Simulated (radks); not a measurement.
All-electron atom: B3+ in 1s1.75 2p0.25 (fractional occupations, a model configuration). Method: non-relativistic Kohn-Sham, PBEsol, spin-polarised, spherical densities, point nucleus; open shells are filled with parallel spins first; computed with a radial shooting solver on a logarithmic mesh with Libxc functionals.

Radial electron density D(r) = 4 pi r^2 rho(r):

r (bohr),D(r) (e/bohr),spin D(r)
0.01229,0.1047,0.0154
0.01353,0.1253,0.0184
0.01489,0.1498,0.0220
0.01652,0.1815,0.0267
0.01819,0.2162,0.0318
0.02002,0.2572,0.0378
0.02221,0.3099,0.0456
0.02445,0.3671,0.0540
0.02691,0.4340,0.0639
0.02986,0.5189,0.0763
0.03287,0.6101,0.0898
0.03618,0.7152,0.105
0.04015,0.8464,0.125
0.0442,0.9850,0.145
0.04865,1.142,0.168
0.05398,1.333,0.196
0.05942,1.530,0.225
0.06541,1.747,0.257
0.07258,2.004,0.295
0.07989,2.259,0.332
0.08794,2.528,0.371
0.09758,2.830,0.416
0.1074,3.113,0.457
0.1182,3.393,0.498
0.1312,3.680,0.540
0.1444,3.920,0.575
0.159,4.124,0.605
0.1764,4.291,0.630
0.1942,4.381,0.643
0.2137,4.401,0.646
0.2371,4.334,0.637
0.261,4.186,0.617
0.2873,3.959,0.587
0.3188,3.630,0.543
0.3509,3.263,0.494
0.3863,2.855,0.442
0.4286,2.391,0.384
0.4718,1.966,0.333
0.5194,1.567,0.287
0.5763,1.185,0.247
0.6344,0.8910,0.220
0.6983,0.6585,0.201
0.7748,0.4736,0.190
0.8529,0.3568,0.186
0.9388,0.2806,0.184
1.042,0.2297,0.182
1.147,0.2002,0.177
1.262,0.1782,0.168
1.401,0.1562,0.153
1.542,0.1347,0.133
1.697,0.1115,0.111
1.883,0.08577,0.0857
2.073,0.06336,0.0633
2.282,0.04384,0.0438
2.532,0.02708,0.0271
2.787,0.01594,0.0159
3.068,0.008565,0.00856
3.404,0.003896,0.00390
3.747,0.001675,0.00167
4.124,0.0006365,0.000637
4.576,0.0001916,0.000192

D(r) has 1 maximum, at r = 0.209 bohr.
